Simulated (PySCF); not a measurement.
# Static response to an electric field

C3H12AlNO.
Cartesian coordinates in Å at the PBE0-D3(BJ)/def2-SVP level; atoms count from 1:
```
atom  x, y, z in Å
C1     2.1810   -0.8276    0.8999
N2     1.7430    0.1822   -0.0269
Al3    0.7194   -0.0142   -1.5011
O4    -1.1839    0.2042   -0.8166
C5    -1.6544   -0.8011    0.0654
C6    -1.6239    1.5104   -0.4870
H7     1.7933   -0.6920    1.9320
H8     3.2833   -0.8977    0.9874
H9     1.8372   -1.8216    0.5665
H10    2.1416    1.0915    0.1844
H11    0.7083    1.2576   -2.4746
H12    0.5476   -1.5268   -2.0010
H13   -1.2652   -1.7589   -0.3016
H14   -2.7556   -0.8183    0.0556
H15   -1.2891   -0.6199    1.0898
H16   -1.2528    1.8034    0.5093
H17   -1.2164    2.1887   -1.2464
H18   -2.7244    1.5470   -0.5037
```

Level: CAM-B3LYP/def2-SVPD (PySCF), static field, nuclei fixed, core orbitals frozen in the response. The polarisability tensor in these axes (au):

```
x   83.36 -3.01  1.46
y   -3.01 80.41 -3.85
z    1.46 -3.85 80.78
```

Problem. Diagonalise the tensor; give its mean and Δα, where Δα² is half the sum of the squared differences of the eigenvalues.

Solution. Principal values 76.49, 80.92 and 87.14 au; mean 81.52 au = 12.08 Å³ = 13.44 × 10⁻⁴⁰ C²·m²/J; Δα = 9.26 au (11 % of the mean).

Problem. What is the dipole moment, and where does it point?

Solution. (-3.60, 0.99, 2.77) D, 4.65 D in size, pointing from the negative to the positive side. Measured along this direction, the outermost atoms are H8 at the negative end and H18 at the positive end.

Problem. How large is μ²/3kT at 273 K beside α?

Solution. In Gaussian units μ²/3kT = 191.17 Å³ against 12.08 Å³, a ratio of 15.83; the Debye molar polarisation (4π/3)N_A(α + μ²/3kT) is 512.7 cm³/mol, leaving out the vibrational part.

Problem. Refractivity n − 1 of an ideal gas of it at 350 K and 1 atm, from the electronic α?

Solution. N = p/kT = 2.0968 × 10¹⁹ cm⁻³, so n − 1 = 2π × N × 12.08 × 10⁻²⁴ cm³ = 1591 × 10⁻⁶ at long wavelengths.

Problem. Traceless (Buckingham) quadrupole moment about the centre of nuclear charge: eigenvalues?

Solution. -7.96, 0.90, 7.07 D·Å. The values depend on the origin, since the dipole doesn't vanish. The electronic extent ⟨r²⟩ about the same centre is 960 bohr², a root-mean-square distance of 2.15 Å for the 58 electrons.

Problem. Find the Langevin capture rate constant for NH4+ (18.034 u) meeting this molecule (105.073 u), k = 2.342 × 10⁻⁹ cm³/s × √(α in Å³ / reduced mass in u).

Solution. The reduced mass is 15.39 u, so k = 2.07 × 10⁻⁹ cm³/s. The formula leaves out the permanent dipole, which adds to the capture rate.

Problem. Along which axes do the principal values lie, and how far do the nuclei extend along each?

Solution. Largest value along (0.65, -0.57, 0.50), where the nuclei span 6.05 Å; middle along (0.73, 0.30, -0.61), 4.71 Å; least along (0.20, 0.76, 0.62), 3.72 Å. The response follows the extents in order.

The structure is a single PBE0-D3(BJ)/def2-SVP conformer in the gas phase; no vibrational or solvent corrections.

The run behind these numbers computed excited states and ΔSCF ions as well. Hardware: one thread of an x86-64 server, shared host. Cost: 97 s wall.
